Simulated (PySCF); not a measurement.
## Bond curve of NaSn

Set-up: basis Na def2-SVP, Sn def2-SVP with ECP28; scalar-relativistic core potentials; PySCF 2.14. Energies in eV from Na + Sn in their ground configurations at the same level. State: ⁴Σ⁻ (quartet), unpaired electrons σ ↑, π ↑↑.

All columns are PBE0. A positive dipole means Na(−)Sn(+).

| R (Å) | E (eV) | μ (D) | Mulliken charge on Na (basis-dependent) | HOMO (eV) | LUMO (eV) | Mayer bond order | ⟨S²⟩ |
| --- | --- | --- | --- | --- | --- | --- | --- |
| 2.516 | -0.896 | -6.09 | 0.47 | -4.33 | -2.02 | 0.90 | 3.75 |
| 2.633 | -1.056 | -6.38 | 0.44 | -4.25 | -2.05 | 0.92 | 3.75 |
| 2.750 | -1.143 | -6.65 | 0.42 | -4.17 | -2.08 | 0.93 | 3.75 |
| 2.838 | -1.174 | -6.85 | 0.40 | -4.11 | -2.09 | 0.93 | 3.75 |
| 2.926 | -1.181 | -7.04 | 0.39 | -4.06 | -2.11 | 0.92 | 3.75 |
| 3.014 | -1.172 | -7.22 | 0.38 | -4.02 | -2.12 | 0.91 | 3.75 |
| 3.131 | -1.139 | -7.43 | 0.37 | -3.97 | -2.13 | 0.88 | 3.75 |
| 3.277 | -1.077 | -7.67 | 0.37 | -3.91 | -2.14 | 0.83 | 3.75 |
| 3.453 | -0.983 | -7.88 | 0.37 | -3.86 | -2.15 | 0.78 | 3.75 |
| 3.687 | -0.846 | -8.02 | 0.37 | -3.83 | -2.16 | 0.70 | 3.75 |

A fit through these points gives, at Re = 2.918 Å, μ = -7.02 D and dμ/dR = -2.10 D/Å; the reduced mass is 19.29 u.

How strong is the fundamental in the double-harmonic approximation, I = 42.26·(dμ/dR)²/μred km/mol?

I = 42.26·(-2.10)²/19.29 = 9.66 km/mol at PBE0.

Spin–orbit coupling is left out, which matters for elements this heavy, above all for dissociation energies. The state was picked by a PBE0 search and need not be the measured ground state.
